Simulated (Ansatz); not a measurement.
System: C6H11 (charge -1, singlet). It need not be the lowest isomer of its formula. Whether it binds its extra electron was not tested at this geometry. 
Structure (B3LYP-D3(BJ)/def2-TZVP (Ansatz, a program for electronic structure) minimum search):
```xyz
17

C      2.6629     0.3427     0.7299
C      1.3663     0.6905    -0.0028
C      0.4672    -0.5189    -0.2890
C     -0.7824    -0.1696    -1.0903
C     -2.0662    -0.0439    -0.7011
C     -2.4009    -0.3046     0.7578
H      3.2795     1.2268     0.9267
H      2.4500    -0.1346     1.6915
H      3.2655    -0.3603     0.1461
H      0.7913     1.4155     0.5815
H      1.6022     1.1884    -0.9510
H      0.2036    -0.9838     0.6669
H      1.0721    -1.2633    -0.8334
H     -0.5292     0.0286    -2.1436
H     -1.5877    -0.6270     1.4523
H     -2.8399     0.5994     1.2023
H     -3.1888    -1.0667     0.8330
```
Charge -1, spin multiplicity 1.

Basis-set convergence of Hartree-Fock and CCSD(T) correlation energies (hartree) with Ansatz. Valence correlation only, unless marked. Spin-orbit coupling is left out. Non-relativistic. This anion needs diffuse functions, which these sets lack.

```tsv
basis	functions	E(HF)	E(corr, CCSD(T))
cc-pVDZ	139	-233.50641	-0.96265
cc-pVTZ	334	-233.57538	-1.15320
cc-pVQZ	660	[?]	[?]
```

Complete the blanks.


- cc-pVQZ, E(HF): -233.59326
- cc-pVQZ, E(corr, CCSD(T)): -1.20975
